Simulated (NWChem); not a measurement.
Molecule: CH$_{3}$OS, doublet; SMILES [S](=O)C

Results from NWChem. Spin-unrestricted. In the optimisation the excess spin sits in a" (Cs, its own frame). The geometry was optimised at B3LYP/6-31G* (spherical d), spin-unrestricted. No stability test was run on the SCF state. B3LYP is NWChem's, with the RPA form of VWN correlation. Vertical excitations in the gas phase; the lowest state need not have the same character in each row. Excited states of an open shell can be spin-contaminated.

```tsv
level	lowest excitation (eV)	oscillator strength of that lowest state	lowest empty minus highest occupied level, either spin (eV)
PBE/aug-cc-pVDZ, TDA	2.16	0.000	1.28
B3LYP/aug-cc-pVDZ, TDA	2.12	0.001	…
BHandHLYP/aug-cc-pVDZ, TDA	2.15	0.000	6.51
```

Problem. Some entries are withheld; supply them.

Solution. 
- B3LYP/aug-cc-pVDZ, TDA, lowest empty minus highest occupied level, either spin (eV): 3.32
